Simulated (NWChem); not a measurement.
## Total energies of formamidinium (CH5N2 (+1))

SMILES: NC=[NH2+]
```xyz
8

N     -1.1642     0.0000    -0.1738
C      0.0000     0.0000     0.4216
N      1.1642     0.0000    -0.1738
H     -1.2725     0.0000    -1.1855
H     -2.0167     0.0000     0.3788
H      0.0000     0.0000     1.5175
H      1.2725     0.0000    -1.1855
H      2.0167     0.0000     0.3788
```
Charge +1, spin multiplicity 1.

Everything below was run with NWChem. All single points use one geometry, from PBE0/def2-SVP, a minimum by its harmonic frequencies. It is one conformer; others weren't searched.

Basis set: 6-311G** (84 functions).

```json
[
 {"method": "RHF", "total energy (Ha)": "-149.51102"},
 {"method": "MP2", "total energy (Ha)": "-149.99880"},
 {"method": "B2PLYP", "total energy (Ha)": "-150.27976"},
 {"method": "PBE", "total energy (Ha)": "-150.24565"},
 {"method": "B3LYP", "total energy (Ha)": "-150.43306"},
 {"method": "CAM-B3LYP", "total energy (Ha)": "-150.35611"},
 {"method": "CCSD(T)", "total energy (Ha)": "-150.04297"}
]
```

Total energies of different functionals aren't comparable as a measure of quality: only differences taken within one method are. 

The correlated methods keep 3 core orbitals frozen. B3LYP has NWChem's definition, with VWN1-RPA local correlation. The Pople sets run with spherical d functions. Coupled-cluster values serve here as a point of comparison, not as the truth.
